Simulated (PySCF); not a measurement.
# Ionisation energy of Sb⁴⁹⁺ by level of theory

Sb⁴⁹⁺ 1s2 → Sb⁵⁰⁺ 1s1 [1s1/2^1, M_J = 1/2], as a difference of total energies. All numbers are calculated (PySCF 2.14, the two-component X2C-1e Hamiltonian, in an even-tempered Gaussian basis (15 s from 110 bohr⁻², ratio 2.4; 10 p from 150 bohr⁻², ratio 2.4; 3 d from 460 bohr⁻², ratio 2.6; 3 f from 690 bohr⁻², ratio 2.6)). Correlated levels: nothing frozen; the 26 highest virtual spinors dropped. "Screened" scales the spin-orbit matrix elements by Boettger's factors to mimic the two-electron term; Breit and QED terms are absent.

```
                    method  ionisation energy (eV)  difference from reference (eV)
 GHF (screened spin-orbit)                 35768.0                           +58.0
GMP2 (screened spin-orbit)                 35769.5                           +59.5
```

Reference: 35710.0 eV (theoretical estimate listed by NIST; NIST Atomic Spectra Database, ionization energies).

For this ion Breit and QED terms and the two-electron picture change, all absent here, outweigh the correlation shift from GHF to GMP2.
